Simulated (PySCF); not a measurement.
# Stationary points of AsS2

Level of theory: PBE0/[As def2-TZVP, S def2-TZVP], no relativity, density fitting, PySCF.

Relaxations began from a few typed shapes; open shells are unrestricted. The search is not exhaustive: other isomers or separated fragments can lie lower, and high-lying points may rest on an excited occupation.

Q: Which is the lowest minimum found?
A. doublet D∞h: As–S 2.084 Å (×2); S–As–S 180.0°
B. doublet C2v: As–S 2.041 Å (×2); S–As–S 128.2°

A: B. The others lie at 115.9 (doublet D∞h, a saddle point) kJ/mol above it.
